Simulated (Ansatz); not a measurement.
`O[SiH2]C#C[SiH2]O` → 2 C• + 6 H• + 2 O• + 2 Si•  (atomization)

Isolated molecules relaxed with PBE0-D4/def2-TZVP in Ansatz; ΔE leaves out vibrations. CCSD(T)/CBS is the MP2 limit (def2-TZVPP, def2-QZVPP) plus CCSD(T) − MP2 in def2-TZVPP, frozen cores. This one scheme is used for every species, atoms too. DFT in def2-TZVPP. B3LYP here is the variant with VWN-RPA as its local correlation; programs differ in this. HSE06 is defined as in plane-wave codes. Open shells (•) are unrestricted, without spin–orbit coupling. Spin–orbit coupling would lower the free atoms: a little for C, O, Si. Each species was taken in one conformer, which may not be the lowest.

`O[SiH2]C#C[SiH2]O`:

```xyz
12

O    -0.613    2.104    2.442
Si   -0.565    0.467    2.346
C    -0.228   -0.089    0.634
C    -0.027   -0.449   -0.509
Si    0.309   -1.006   -2.221
O     1.538   -0.153   -2.894
H    -1.199    2.571    1.846
H    -1.848   -0.157    2.755
H     0.535    0.036    3.234
H     0.608   -2.459   -2.148
H    -0.876   -0.756   -3.067
H     2.367   -0.108   -2.417
```

```json
{"level": "LDA (SPW92)", "ΔE (kcal/mol)": "1271.9", "difference from CCSD(T)/CBS": "147.6"}
{"level": "r2SCAN-D4", "ΔE (kcal/mol)": "1120.6", "difference from CCSD(T)/CBS": "-3.7"}
{"level": "PBE0-D4", "ΔE (kcal/mol)": "1110.3", "difference from CCSD(T)/CBS": "-14.0"}
{"level": "B3LYP-D4", "ΔE (kcal/mol)": "1116.0", "difference from CCSD(T)/CBS": "-8.3"}
{"level": "HSE06-D4", "ΔE (kcal/mol)": "1111.2", "difference from CCSD(T)/CBS": "-13.1"}
{"level": "BHLYP-D4", "ΔE (kcal/mol)": "1082.2", "difference from CCSD(T)/CBS": "-42.1"}
{"level": "ωB97M-V", "ΔE (kcal/mol)": "1122.1", "difference from CCSD(T)/CBS": "-2.2"}
{"level": "PBE-QIDH", "ΔE (kcal/mol)": "1108.5", "difference from CCSD(T)/CBS": "-15.8"}
{"level": "B3LYP", "ΔE (kcal/mol)": "1106.4", "difference from CCSD(T)/CBS": "-17.9"}
{"level": "r2SCANh", "ΔE (kcal/mol)": "1110.1", "difference from CCSD(T)/CBS": "-14.2"}
{"level": "LC-ωPBE", "ΔE (kcal/mol)": "1108.7", "difference from CCSD(T)/CBS": "-15.6"}
{"level": "MP2/def2-SVP", "ΔE (kcal/mol)": "1063.1", "difference from CCSD(T)/CBS": "-61.2"}
{"level": "MP2/def2-TZVPP", "ΔE (kcal/mol)": "1118.9", "difference from CCSD(T)/CBS": "-5.4"}
{"level": "CCSD/def2-TZVPP", "ΔE (kcal/mol)": "1072.7", "difference from CCSD(T)/CBS": "-51.6"}
{"level": "HF/CBS(def2)", "ΔE (kcal/mol)": "815.6", "difference from CCSD(T)/CBS": "-308.7"}
{"level": "CCSD/CBS(def2)", "ΔE (kcal/mol)": "1106.0", "difference from CCSD(T)/CBS": "-18.3"}
{"level": "CCSD(T)/CBS", "ΔE (kcal/mol)": "1124.3", "difference from CCSD(T)/CBS": "0"}
```

Largest T1 diagnostic among the species: 0.012.

From r2SCAN to r2SCAN0 (25 % exact exchange), in def2-TZVPP and without D4, ΔE moves by −21.9 kcal/mol: exact exchange takes away binding that semilocal exchange gives to molecules. Leaving LDA and LC-ωPBE aside and taking each functional with its dispersion term where it has one, the values, not all of them listed here, spread over 50.2 kcal/mol, from BHLYP-D4 to PBE-D4. LDA lies +145.3 kcal/mol from PBE without D4, its usual overbinding. The D4 term adds +9.6 kcal/mol with B3LYP and +5.0 kcal/mol with PBE0; it sums over pairs of atoms, weighted by their polarisabilities, and B3LYP, whose exchange is more repulsive, gets the larger term.

For atomizations the MP2-based limit and the directly extrapolated one differ by several kJ/mol either way, and by 10 to 25 for some Ge, Se and Sn compounds, so smaller differences from it don't rank the levels.
